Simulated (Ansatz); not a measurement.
Isolated molecules relaxed with PBE0-D4/def2-TZVP in Ansatz; ΔE leaves out vibrations. CBS: MP2 limit from def2 TZ/QZ plus the TZ coupled-cluster correction, frozen cores. This one scheme is used for every species, atoms too. No spin–orbit coupling; open shells (•) take unrestricted orbitals. Spin–orbit coupling would lower the free atoms: a little for F. def2 core potentials past Kr. Bonds to I are less sure, by a few kJ/mol each and by 10 to 20 or more in all where they break to atoms, as the def2 sets lack core-valence functions.

`F[Si](Cl)(Cl)I` → F• + `Cl[Si](Cl)I`•  (homolysis of the F–Si bond)

```tsv
species	CCSD(T)/CBS(def2) energy (Eh)
`F[Si](Cl)(Cl)I`	-1606.08071
F•	-99.66871
`Cl[Si](Cl)I`•	-1506.16593
```

Task: Work out ΔE.

Result: ΔE = (-99.66871) + (-1506.16593) − (-1606.08071) = 0.24607 Eh = +646.1 kJ/mol.

Largest T1 diagnostic among the species: 0.012.

From PBE to PBE0 (25 % exact exchange), in def2-TZVPP and without D4, ΔE moves by −10.8 kJ/mol: exact exchange takes away binding that semilocal exchange gives to molecules. The D4 term adds +6.8 kJ/mol with B3LYP and +3.5 kJ/mol with PBE0; it sums over pairs of atoms, weighted by their polarisabilities, and B3LYP, whose exchange is more repulsive, gets the larger term.

B3LYP here is the variant with VWN-RPA as its local correlation; programs differ in this.
